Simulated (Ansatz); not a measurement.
Ideal-gas functions of `[O]=[Mo]([Cl])([Cl])([Cl])[Cl]` at 500 K and 1 bar, from an Ansatz frequency run at PBE0-D4/def2-TZVP.

Molar mass 253.75 g/mol, point group C4v (symmetry number 4), electronic degeneracy 1, moments of inertia 421.614, 421.74, 691.034 u Å². Harmonic wavenumbers (cm⁻¹, unscaled): 42, 154, 154, 178, 226, 264, 264, 309, 405, 414, 414, 1109.

Use S(trans) = R[1.5 ln M + 2.5 ln T − 1.1517]; rotational temperatures θ = 24.2544 K / I; S(rot) = R[ln(√π/σ · √(T³/θAθBθC)) + 1.5]; for each mode x = 1.438777 ν̃/T, S = R[x/(eˣ − 1) − ln(1 − e⁻ˣ)] and H = RT x/(eˣ − 1); 1 cm⁻¹ = 0.0119627 kJ/mol; R = 8.31446 J/(mol·K).

Question: By hand: the entropy, in J/(mol·K).

Answer: Translation 188.6. Rotation: θ = 0.0575, 0.0575, 0.0351 K, giving 120.9. Vibration, mode by mode: 25.89, 15.15, 15.15, 13.97, 12.04, 10.80, 10.80, 9.56, 7.50, 7.33, 7.33, 1.49, in all 137.0. Electronic 0.0. Sum 446.5 J/(mol·K).

Question: By hand: H − E and G − E in kJ/mol, counted from the electronic energy.

Answer: Zero-point energy ½ × 3933 × 0.0119627 = 23.5; thermal vibration 31.9; translation, rotation and pV give 4 RT = 16.6. H − E = 72.0 kJ/mol, and G − E = 72.0 − 500 × 446.5/1000 = -151.2 kJ/mol.

Vibration gives 31 % of the entropy, 25.9 J/(mol·K) of it from the mode under 150 cm⁻¹: soft modes count most, and the harmonic formula is weakest for them.
